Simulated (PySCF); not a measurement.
Work out the structure from these simulated measurements.

Formula: C6H18F2P2Si2.

| Quantity | Value |
| --- | --- |
| Polarisability | 177.4 au [wB97X-D/def2-SVPD] |
| UV, strongest line | among the 10 lowest singlet transitions: S10 at 7.12 eV (174 nm, f = 0.121) [TDDFT wB97X-D/def2-SVPD] |
| Dipole | 3.70 D [wB97X-D/def2-SVPD] |
| NMR, other nuclei | isotropic shieldings of nuclei other than C and H, by class: 274 (2 F), 331 (2 Si), -64 (1 P), 434 (1 P) ppm [GIAO B3LYP/pcSseg-1] |
| 13C NMR | chemical shifts (computed TMS as zero) by class: 2.6 (6 C) ppm [GIAO B3LYP/pcSseg-1] |
| Rotational structure | rotational constants A, B, C: 0.586, 0.520, 0.346 GHz [PBE0-D3(BJ)/def2-SVP] |
| Triplet | lowest triplet excitation (Tamm–Dancoff): 4.14 eV [TDA wB97X-D/def2-SVPD] |
| 1H NMR | chemical shifts (computed TMS as zero) by class: 0.31 (18 H) ppm [GIAO B3LYP/pcSseg-1] |
| UV, first state | lowest singlet excitation: 4.78 eV (259 nm, f = 0.005) [TDDFT wB97X-D/def2-SVPD] |

Electronic properties: PySCF, gas phase, density fitting. Levels stand in brackets. The structure is a single PBE0-D3(BJ)/def2-SVP conformer in the gas phase; no vibrational or solvent corrections. NMR values are class means; diastereotopic atoms form classes of their own.

Question: Propose a structure and show how it fits.

Answer: Numbering: `[CH3:1][Si:2]([CH3:3])([CH3:4])[P:5]([P:6]([F:7])[F:8])[Si:9]([CH3:10])([CH3:11])[CH3:12]`. 6 carbons fall into 1 class: Si-methyl carbon [C1/C3/C4/C10/C11/C12] (2.6 ppm, 6 C, up to 3.9 ppm apart in this geometry). All hydrogens form one class (0.31 ppm): methyl hydrogen. The other shieldings belong to: 274 ppm, phosphorus-bound fluorine [F7/F8]; 331 ppm, four-coordinate silicon [Si2/Si9]; -64 ppm, three-coordinate phosphorus [P6]; 434 ppm, three-coordinate phosphorus [P5]. The optimised geometry has point group C1 and is an asymmetric top. Structure: (Me3Si)2PPF2, `FP(P([Si](C)(C)C)[Si](C)(C)C)F`. The assignments are read from this structure; whether some other isomer fits the data as well wasn't checked.

Shape of the structure used: `[CH3:1][Si:2]([CH3:3])([CH3:4])[P:5]([P:6]([F:7])[F:8])[Si:9]([CH3:10])([CH3:11])[CH3:12]`: C1–Si2–P5–P6 -60°, Si2–P5–P6–F7 96°, Si2–P5–Si9–C10 -169°.
